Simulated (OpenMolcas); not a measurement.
Computed levels of 4s² 4p in ions with 31 electrons, in cm-1 above ²P°_1/2.

```yaml
Program: OpenMolcas
Method: SS-RASPT2, IPEA 0.25 Eh, imaginary shift 0.1 Eh
Basis: ANO-RCC-VQZP
Scalar_Hamiltonian: DKH2, point nucleus
Spin-orbit_coupling: RASSI with atomic mean-field integrals over the reference wave functions, term energies averaged over their components
```

Active space for each ion: 3 electrons in 9 orbitals (RAS2 4s 4p; RAS3 4d, at most 2 electrons); closed shells correlated by CASPT2: 3d.

| Level | As2+ | Br4+ | Kr5+ |
| --- | --- | --- | --- |
| ²P°_3/2 | 2570 | 5360 | 7180 |

Problem. Estimate ²P°_3/2 for Se3+ from its neighbours As2+ and Br4+.

Solution. ²P°_3/2 is fine structure, which grows about as the fourth power of a screened charge, so the fourth roots are averaged: ((2570^0.25 + 5360^0.25) / 2)^4 = 3775. The calculation gives 3820, so the estimate is off by -1.2 %; the measured value is 4376 (Moore, Atomic Energy Levels, vol. II, NSRDS-NBS 35 (1971 reprint of NBS Circular 467, 1952)).

Active for correlation alone: 4d; no level in the range computed is led by a configuration that fills it, so any true level of that kind is missing. Measured partners are found by configuration, term and J. A level has none where our copy of the source lacks it or the pairing is in doubt (some pairs that miss far off the trend of their configuration count as doubtful), and it then counts in no deviation. Levels of configurations outside the active space are missing.

° marks odd parity.
